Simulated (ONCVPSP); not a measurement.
Building the ONCV potential for manganese (Mn) (PBE, scalar-relativistic).

```json
{
  "Element": "manganese (Mn)",
  "Generator": "ONCVPSP 4.0.1",
  "Type": "optimised norm-conserving Vanderbilt (ONCV)",
  "Functional": "PBE",
  "Relativity": "scalar-relativistic",
  "Frozen core": "[Ne]",
  "Valence charge": "15",
  "Reference configuration": "3s2 3p6 3d5 (charge +2)",
  "Partial waves": "3s: rc 1.30 bohr, ncon 3, nbas 7, qcut 7.6 1/bohr, 2 projectors, debl 2.1 Ha; 3p: rc 1.40 bohr, ncon 4, nbas 7, qcut 12.4 1/bohr, 3 projectors, debl 3.5 Ha; 3d: rc 0.95 bohr, ncon 4, nbas 9, qcut 9.8 1/bohr, 3 projectors, debl 3.9 Ha",
  "Local potential": "polynomial inside 0.90 bohr (lpopt 5, dvloc0 1 Ha)",
  "Core correction": "Teter function, fcfact 1.5, rcfact 1.5"
}
```

In the s channel the program set the typed energies aside and used -3.811, 0.250 Ha.

All-electron outer shells of the reference configuration (PBE, scalar-relativistic, ld1.x):

```csv
shell,level (eV),outermost node (bohr),outermost maximum (bohr)
3s,-103.70,0.34,0.74
3p,-72.43,0.31,0.75
3d,-24.32,–,0.76
```

What the tests gave:

```
Cutoffs needed             : 313 Ha and 361 Ha (the cutoffs (Ha) at which the residual kinetic energy of the hardest occupied pseudo-wave falls to 1 and 0.1 mHa per electron)
Ghost test                 : no bound ghost flagged; GHOST(+) flags only above 600 eV
Largest excitation error   : -155 meV (all-electron minus pseudo) for 3s1 3p6 3d5 4s2, out of 4 test configurations
rms error of d²Exc/dni dnj : 3.10 mHa without and 1.41 mHa with the model core
```

Generation and tests took about 8 s on one core of a shared server CPU.
